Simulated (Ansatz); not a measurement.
System: GeH, net charge 1, singlet state. 
Geometry from a B3LYP-D3(BJ)/def2-TZVP (Ansatz, a first-principles code) optimisation:
```
Ge
H 1 1.5926
```
Charge +1, spin multiplicity 1.

Basis-set convergence of Hartree-Fock and CCSD(T) correlation energies (hartree) with Ansatz. Valence correlation only, unless marked. No spin-orbit coupling. Frozen are the shells of the preceding noble gas and the d and f shells that filled before the atom's block. Non-relativistic.

```
basis        functions        E(HF)  E(corr, CCSD(T))
-----------  ---------  -----------  ----------------
aug-cc-pVDZ         45  -2075.59622          -0.07815
aug-cc-pVTZ         82  -2075.66621          -0.08703
aug-cc-pVQZ        139  -2075.66904          -0.08940
```

Extrapolating the two largest sets (X = 3 and 4) as X^-3: E(corr) = (64·(-0.08940) - 27·(-0.08703))/37 = -0.0911 Eh, an estimate of the basis-set limit. The largest set recovers 98.1 % of it, the smallest 85.8 %.
